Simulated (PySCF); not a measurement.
**C₆ coefficients of unlike pairs at M06**

Calculated with PySCF 2.14 from the dipole response of each species, C₆(A,B) = (3/π) ∫ α_A(iu) α_B(iu) du, in atomic units, from isotropic polarisabilities. For ions this is the dispersion term alone; charge-induced terms of lower order in 1/R come first.

| species | configuration | basis | relativity | α (bohr³) | C₆ (like pair) |
| --- | --- | --- | --- | --- | --- |
| Sc²⁺ | [Ar] 3d1 (2D) | x2c-QZVPPall with one added diffuse shell each of s, p, d, f, g type (12s8p6d4f3g) | spin-free X2C | 5.275 | 14.94 |
| Pt | [Xe] 4f14 5d9 6s1 (3D) | aug-cc-pVTZ-PP with one added diffuse shell each of s, p, d, f, g type with ECP60MDF (7s7p6d4f3g) | core potential | 40.85 | 382.5 |
| Al | [Ne] 3s2 3p1 (2P) | dyall-av2z (13s9p2d) | none | 62.92 | 534.7 |
| N³⁺ | [He] 2s2 (1S) | aug-cc-pVTZ-DK (5s4p3d2f) | spin-free X2C | 2.079 | 1.996 |

(1) Estimate C₆ for Pt with Sc²⁺.

No spin-orbit coupling is included.

The other pairs:

```
     pair     C₆
N³⁺, Sc²⁺  5.354
  N³⁺, Al  28.00
  N³⁺, Pt  26.84
 Al, Sc²⁺  70.29
   Al, Pt  430.8
```

Answers

(1) The integral gives 70.66. The combination rule 2 C_A C_B / (C_A α_B/α_A + C_B α_A/α_B) gives 69.23 and the geometric mean 75.59.
